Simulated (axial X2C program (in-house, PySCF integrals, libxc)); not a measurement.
# Low determinants of InN at the PBE0 level, with spin–orbit coupling

All values were computed with an in-house all-electron X2C program for linear molecules (integrals from PySCF). Two-component (2c) means X2C with spin–orbit coupling and atomic mean-field two-electron Coulomb and Gaunt terms. Basis: In dyall-cv3z [11s12p9d4f1g], N dyall-av3z [7s7p3d2f] (cores contracted in-house); Gaussian nuclei, density fitting, unrestricted open shells. Masses: In 114.904 u, N 14.003 u.

Search at 2.219 Å (vertical energies from the lowest determinant):

```json
{"ΔE (eV)": "0.00", "state": "Ω = 1", "electrons beyond evenly filled partner blocks": "ω = -1/2, ω = 3/2", "electrons in ±ω = 1/2, 3/2, 5/2, 7/2": "37 15 4 0"}
{"ΔE (eV)": "0.43", "state": "Ω = 2", "electrons beyond evenly filled partner blocks": "ω = 1/2, ω = 3/2", "electrons in ±ω = 1/2, 3/2, 5/2, 7/2": "37 15 4 0"}
{"ΔE (eV)": "0.94", "state": "Ω = 1", "electrons beyond evenly filled partner blocks": "2 × ω = 1/2", "electrons in ±ω = 1/2, 3/2, 5/2, 7/2": "36 16 4 0"}
{"ΔE (eV)": "1.41", "state": "Ω = 0", "electrons beyond evenly filled partner blocks": "none", "electrons in ±ω = 1/2, 3/2, 5/2, 7/2": "36 16 4 0"}
{"ΔE (eV)": "1.51", "state": "Ω = 0", "electrons beyond evenly filled partner blocks": "none", "electrons in ±ω = 1/2, 3/2, 5/2, 7/2": "38 14 4 0"}
{"ΔE (eV)": "2.23", "state": "Ω = 3", "electrons beyond evenly filled partner blocks": "2 × ω = 3/2", "electrons in ±ω = 1/2, 3/2, 5/2, 7/2": "36 16 4 0"}
{"ΔE (eV)": "2.98", "state": "Ω = 0", "electrons beyond evenly filled partner blocks": "3 × ω = 1/2, ω = -3/2", "electrons in ±ω = 1/2, 3/2, 5/2, 7/2": "37 15 4 0"}
```

Lowest determinant, Ω = 1 (⟨Sz⟩ = 1.00, ⟨Lz⟩ = 0.00 at PBE0): Re = 2.210 Å, ωe = 444.9 cm⁻¹.

The determinant in row 2 of the search, Ω = 2 (⟨Sz⟩ = 1.00, ⟨Lz⟩ = 1.00 at PBE0), was followed along the bond at PBE0; measured from the minimum of the lowest determinant it gives:

Te = 0.319 eV (2573 cm⁻¹), Re = 2.061 Å, ωe = 505.2 cm⁻¹.

Q: Compare the bond of the determinant in row 2 with that of the lowest one.

A: At PBE0 its Re is 0.149 Å shorter and its force constant, which goes as ωe², is 1.29 times that of the lowest determinant. T0 ≈ Te + Δωe/2 = 2573 + (30) = 2603 cm⁻¹.

The search compares states at one distance, so a state with another bond length can lie lower; it is not exhaustive and yields mostly the lowest determinant of each block pattern, so other components and higher states of one pattern are missing. These are energies of single determinants, not of spin-adapted states; PBE0 term energies can be off by some tenths of an eV, and the functional has no current term. Open-shell Ω = 0 determinants with evenly filled partner blocks cannot be reached by this program, so the Ω shown need not be the lowest component. The lowest determinant need not be the ground state where others lie within half an eV.
